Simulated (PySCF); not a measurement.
C₇H₈OS, SMILES CC(=O)c1ccc(C)s1 at its GFN2-xTB optimised geometry (Å):

```
17

C     -0.7572    -2.9867     0.0030
C     -1.3641    -1.6017    -0.0015
O     -2.5628    -1.4148    -0.0068
C     -0.4150    -0.4986     0.0000
C      0.9579    -0.4986     0.0000
C      1.5054     0.7925     0.0000
C      0.5588     1.7799    -0.0002
C      0.7778     3.2495     0.0096
S     -1.0379     1.1258    -0.0005
H     -1.5529    -3.7267     0.0019
H     -0.1342    -3.1221    -0.8781
H     -0.1399    -3.1183     0.8887
H      1.5539    -1.3934    -0.0005
H      2.5628     0.9912    -0.0009
H      1.8346     3.4729    -0.1155
H      0.4389     3.6793     0.9520
H      0.2164     3.7267    -0.7919
```

Computed with PySCF with B3LYP/def2-SVP. Cells within 0.4 Å of a nucleus heavier than hydrogen are left out (blank, or x).

Map of the HOMO−1 amplitude (bohr^(-3/2)), clipped to [-0.25, 0.25] on the plane z = 0.0 Å; orbital energy -6.85 eV, overall sign arbitrary:

```
|4444444444444444444444444|
|4444444444444444444444444|
|5544444444444444444444444|
|5544444444444444444444444|
|5544444444445444444444445|
|5544444444445xx4444455555|
|5544444444445xx4445555555|
|5544444444445555555555555|
|5544444444445x44555555555|
|5555444444x55x44555555555|
|5555555544x5544x555555555|
|555555555555554x555555555|
|5555555555456544455555555|
|55555567643x66x4445555555|
|4455558984224555555555555|
|4444442x4xx44555555555555|
|4444431026755555555555555|
|4444443346865444555555555|
|4444444456xx4444444455555|
|4444444455434444444445555|
|4444444444444444444444455|
|4444444444444444444444445|
|4444444444444444444444444|
|4444444444444444444444444|
|4444444444444444444444444|
```
Scale: ten equal steps from -0.250 (start of '0') to 0.250 (end of '9'), in the order '0123456789'; x runs from -6.00 to 6.00, y from -6.00 (bottom) to 6.00 (top).
